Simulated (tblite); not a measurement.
Record of a relaxation.

Compound: C7H13BFN.
SMILES with atom numbers: `[CH3:1][B:2]([CH3:3])[NH:4][CH2:5]/[CH:6]=[CH:7]/[CH:8]=[CH:9]\[F:10]` (hydrogens: H11, H12, H13 on C1; H14, H15, H16 on C3; H17 on N4; H18, H19 on C5; H20 on C6; H21 on C7; H22 on C8; H23 on C9)

Computed with GFN2-xTB (tblite), gas phase: L-BFGS steps from a force-field or distance-geometry start until the largest atomic force falls under 0.01 eV/Å. 7 of its 236 geometries are shown.

Step 0: E = -827.9731 eV, largest atomic force 2.782 eV/Å
```
atom  x, y, z in Å  |  force x, y, z in eV/Å
C1      2.307    0.979    1.079   -1.078  -0.262  -0.630
B2      1.917   -0.182    0.032    1.161   1.875  -1.696
C3      3.092   -1.279   -0.141   -0.555   0.424   0.151
N4      1.091    0.320   -1.128    1.310  -0.644   1.526
C5     -0.095   -0.454   -1.380    0.146  -1.070  -0.389
C6     -0.946   -0.403   -0.169   -1.052   0.025  -0.006
C7     -2.158    0.132   -0.310   -0.457  -0.216   1.930
C8     -3.075    0.231    0.846   -0.231   0.414  -1.362
C9     -4.285    0.765    0.646    0.347  -0.145   0.292
F10    -4.671    1.219   -0.577   -0.024  -0.184   0.797
H11     1.395    1.286    1.651    1.084  -0.020  -0.190
H12     3.127    0.649    1.701   -0.134   0.413   0.377
H13     2.624    1.816    0.435   -0.079  -0.134   0.667
H14     3.404   -1.685    0.836   -0.228  -0.181  -0.653
H15     2.817   -2.037   -0.869    0.373  -0.238   0.262
H16     3.982   -0.723   -0.524   -0.803  -0.400   0.177
H17     0.960    1.345   -1.144   -0.328  -0.965   0.159
H18     0.132   -1.539   -1.583    0.332   0.856   0.041
H19    -0.690   -0.089   -2.224    0.322   0.100  -0.097
H20    -0.607   -0.770    0.807    0.071   0.144  -0.654
H21    -2.521    0.512   -1.253    0.008  -0.045   0.103
H22    -2.798   -0.127    1.831    0.021   0.103  -0.366
H23    -5.005    0.878    1.449   -0.207   0.149  -0.440
```

Step 39: E = -829.2177 eV, largest atomic force 0.166 eV/Å
```
atom  x, y, z in Å  |  force x, y, z in eV/Å
C1      2.652    1.227    0.997    0.017  -0.013  -0.029
B2      2.104    0.093    0.025   -0.072   0.026  -0.147
C3      2.882   -1.276   -0.165    0.020   0.043  -0.018
N4      0.951    0.378   -0.703   -0.064  -0.051   0.082
C5      0.015   -0.547   -1.326    0.037   0.019  -0.042
C6     -1.111   -0.639   -0.346    0.021   0.007   0.003
C7     -2.264    0.021   -0.444   -0.011  -0.015   0.031
C8     -3.166    0.147    0.674   -0.052  -0.013   0.012
C9     -4.343    0.763    0.659   -0.027   0.009   0.009
F10    -4.875    1.298   -0.453    0.036   0.011  -0.001
H11     1.883    1.532    1.706    0.018   0.004   0.004
H12     3.515    0.906    1.570    0.073  -0.018   0.068
H13     2.945    2.123    0.456   -0.003   0.048  -0.058
H14     3.025   -1.822    0.765   -0.024   0.036   0.018
H15     2.417   -1.953   -0.877    0.042  -0.044   0.031
H16     3.878   -1.049   -0.544    0.052  -0.055   0.018
H17     0.510    1.282   -0.584    0.095  -0.012   0.000
H18     0.502   -1.513   -1.467   -0.040   0.051  -0.013
H19    -0.324   -0.167   -2.295    0.011   0.028   0.013
H20    -0.847   -1.127    0.582   -0.015  -0.033   0.047
H21    -2.548    0.514   -1.362   -0.011   0.032  -0.024
H22    -2.829   -0.248    1.620   -0.022  -0.057   0.019
H23    -4.977    0.901    1.521   -0.077  -0.002  -0.021
```

Step 78: E = -829.3313 eV, largest atomic force 0.040 eV/Å
```
atom  x, y, z in Å  |  force x, y, z in eV/Å
C1      2.993    1.315    0.750    0.006  -0.012  -0.005
B2      2.217    0.126    0.024    0.018  -0.013   0.019
C3      2.863   -1.321   -0.071    0.019  -0.016  -0.008
N4      0.968    0.431   -0.494    0.006   0.007   0.008
C5     -0.018   -0.405   -1.157   -0.010   0.000   0.024
C6     -1.181   -0.622   -0.237    0.004   0.013   0.019
C7     -2.332    0.042   -0.340    0.008   0.014  -0.007
C8     -3.423   -0.082    0.598    0.006  -0.010  -0.015
C9     -4.533    0.648    0.548    0.003  -0.018   0.003
F10    -4.733    1.585   -0.395   -0.017  -0.012  -0.010
H11     2.404    1.726    1.569    0.008   0.000   0.005
H12     3.955    1.019    1.160   -0.018  -0.012  -0.009
H13     3.176    2.138    0.060    0.012   0.001   0.003
H14     2.825   -1.810    0.902    0.007   0.014  -0.011
H15     2.383   -1.991   -0.781    0.003   0.021   0.004
H16     3.916   -1.260   -0.342   -0.010  -0.012   0.008
H17     0.610    1.365   -0.348   -0.025   0.019  -0.025
H18     0.446   -1.358   -1.413    0.002  -0.001   0.003
H19    -0.354    0.085   -2.079    0.003  -0.006  -0.010
H20    -1.003   -1.289    0.596   -0.011   0.013  -0.021
H21    -2.491    0.726   -1.163    0.003   0.003   0.005
H22    -3.326   -0.805    1.393   -0.007  -0.004   0.005
H23    -5.366    0.581    1.230   -0.011   0.012   0.015
```

Step 118: E = -829.3392 eV, largest atomic force 0.056 eV/Å
```
atom  x, y, z in Å  |  force x, y, z in eV/Å
C1      3.099    1.277    0.733   -0.021  -0.006  -0.004
B2      2.254    0.125    0.028    0.008   0.000  -0.033
C3      2.855   -1.340   -0.097   -0.006   0.002   0.011
N4      1.000    0.470   -0.454    0.010   0.013   0.032
C5     -0.022   -0.330   -1.106    0.032   0.007  -0.013
C6     -1.188   -0.505   -0.185   -0.032   0.012  -0.001
C7     -2.362    0.108   -0.327   -0.008  -0.029   0.019
C8     -3.451   -0.055    0.607   -0.002  -0.010   0.018
C9     -4.638    0.531    0.490   -0.048   0.014  -0.002
F10    -4.938    1.352   -0.532    0.008  -0.008   0.007
H11     2.527    1.766    1.521    0.019   0.011   0.003
H12     4.026    0.919    1.174   -0.017   0.003   0.005
H13     3.364    2.052    0.015    0.009   0.006   0.010
H14     2.781   -1.844    0.867    0.016  -0.011  -0.019
H15     2.359   -1.974   -0.828    0.015  -0.002  -0.005
H16     3.913   -1.311   -0.350   -0.034  -0.015   0.004
H17     0.663    1.409   -0.290    0.021   0.023  -0.021
H18     0.398   -1.306   -1.349    0.049  -0.022  -0.017
H19    -0.338    0.157   -2.036   -0.020   0.025  -0.001
H20    -0.999   -1.131    0.676   -0.017  -0.013   0.032
H21    -2.551    0.753   -1.175    0.012  -0.018  -0.013
H22    -3.287   -0.701    1.457   -0.015   0.014  -0.005
H23    -5.469    0.421    1.172    0.020   0.004  -0.007
```

Step 157: E = -829.3554 eV, largest atomic force 0.033 eV/Å
```
atom  x, y, z in Å  |  force x, y, z in eV/Å
C1      3.329    1.174    0.708   -0.005  -0.005  -0.005
B2      2.325    0.140    0.029   -0.013  -0.004  -0.004
C3      2.777   -1.366   -0.200    0.007  -0.001  -0.004
N4      1.074    0.607   -0.347    0.012   0.000   0.014
C5     -0.036   -0.099   -0.956    0.010  -0.002   0.011
C6     -1.183   -0.235   -0.003    0.001  -0.010  -0.007
C7     -2.441    0.095   -0.291    0.004   0.008   0.000
C8     -3.541   -0.046    0.633    0.000   0.014  -0.002
C9     -4.802    0.261    0.343   -0.007   0.009   0.006
F10    -5.169    0.738   -0.860    0.008  -0.004  -0.001
H11     2.824    1.897    1.346    0.003  -0.001  -0.013
H12     4.094    0.683    1.306   -0.016   0.023  -0.017
H13     3.848    1.745   -0.062    0.015  -0.010   0.026
H14     2.617   -1.946    0.709    0.002   0.004   0.000
H15     2.244   -1.878   -0.998   -0.001  -0.008  -0.017
H16     3.839   -1.434   -0.426   -0.004   0.007   0.014
H17     0.835    1.570   -0.153   -0.001   0.000   0.001
H18     0.313   -1.096   -1.239   -0.017  -0.003  -0.006
H19    -0.365    0.422   -1.865    0.013  -0.004   0.012
H20    -0.924   -0.622    0.974   -0.007   0.007  -0.011
H21    -2.690    0.487   -1.269    0.002  -0.005  -0.006
H22    -3.326   -0.421    1.621   -0.003  -0.007  -0.006
H23    -5.646    0.171    1.010   -0.003  -0.009   0.014
```

Step 196: E = -829.3660 eV, largest atomic force 0.053 eV/Å
```
atom  x, y, z in Å  |  force x, y, z in eV/Å
C1      3.341    1.153    0.735   -0.047  -0.018  -0.008
B2      2.342    0.159   -0.004   -0.010  -0.019   0.019
C3      2.796   -1.334   -0.329    0.004   0.025   0.000
N4      1.073    0.616   -0.324    0.007  -0.025  -0.005
C5     -0.039   -0.102   -0.917    0.020  -0.002  -0.017
C6     -1.191   -0.182    0.035    0.035  -0.010  -0.007
C7     -2.458    0.072   -0.285   -0.007   0.030   0.015
C8     -3.544    0.012    0.664   -0.035   0.018  -0.004
C9     -4.821    0.226    0.362    0.016  -0.043   0.003
F10    -5.227    0.498   -0.889   -0.012   0.031  -0.041
H11     2.884    2.097    1.027   -0.009  -0.014  -0.020
H12     3.740    0.692    1.636    0.029  -0.005   0.040
H13     4.199    1.389    0.110    0.030   0.001  -0.038
H14     2.406   -2.028    0.415   -0.014   0.025  -0.001
H15     2.450   -1.687   -1.298   -0.014   0.016  -0.016
H16     3.877   -1.441   -0.319    0.013   0.012   0.021
H17     0.817    1.568   -0.093   -0.004  -0.040  -0.016
H18     0.295   -1.116   -1.157    0.024   0.033   0.011
H19    -0.355    0.384   -1.849   -0.002  -0.004   0.006
H20    -0.922   -0.459    1.046   -0.017   0.008   0.027
H21    -2.718    0.342   -1.299   -0.022   0.003  -0.010
H22    -3.301   -0.207    1.691    0.006  -0.022   0.026
H23    -5.651    0.195    1.052    0.009   0.001   0.014
```

Step 235: E = -829.3759 eV, largest atomic force 0.010 eV/Å
```
atom  x, y, z in Å  |  force x, y, z in eV/Å
C1      3.320    1.213    0.685    0.004  -0.002  -0.005
B2      2.332    0.170    0.004    0.003   0.000   0.000
C3      2.819   -1.312   -0.319   -0.003  -0.002   0.000
N4      1.044    0.577   -0.305    0.000   0.000  -0.002
C5     -0.037   -0.186   -0.899   -0.003  -0.002  -0.003
C6     -1.198   -0.294    0.040    0.000  -0.005   0.003
C7     -2.446    0.064   -0.258    0.006   0.001   0.001
C8     -3.549   -0.040    0.668    0.004   0.001   0.000
C9     -4.801    0.311    0.387    0.001   0.000   0.000
F10    -5.157    0.804   -0.812    0.000  -0.004   0.000
H11     2.892    2.207    0.794   -0.008   0.004   0.004
H12     3.615    0.875    1.677   -0.002  -0.005   0.002
H13     4.240    1.314    0.114    0.001   0.000  -0.005
H14     2.239   -2.054    0.227   -0.002   0.004  -0.002
H15     2.713   -1.547   -1.377    0.002  -0.001   0.004
H16     3.863   -1.468   -0.060   -0.004   0.002   0.004
H17     0.753    1.521   -0.089    0.003   0.001   0.003
H18     0.340   -1.187   -1.125    0.002  -0.002   0.000
H19    -0.359    0.281   -1.839   -0.002   0.006  -0.005
H20    -0.957   -0.671    1.026    0.000   0.001   0.003
H21    -2.684    0.447   -1.242    0.000   0.002   0.001
H22    -3.344   -0.425    1.655   -0.002  -0.001  -0.003
H23    -5.643    0.245    1.059   -0.002   0.001   0.001
```

Question: Summarise the path.

Answer: The energy falls by 32.35 kcal/mol from step 0 to step 235; nine tenths of that is first reached at step 44. It falls at every step. The largest force goes from 2.782 to 0.010 eV/Å. Among the bonds B2–N4 changes most, from 1.510 to 1.386 Å; the atoms move by 0.883 Å rms after alignment.

The cost below is that of the whole relaxation. On one thread, Arm Neoverse N1 (aarch64) (shared host), this took 3.4 s.
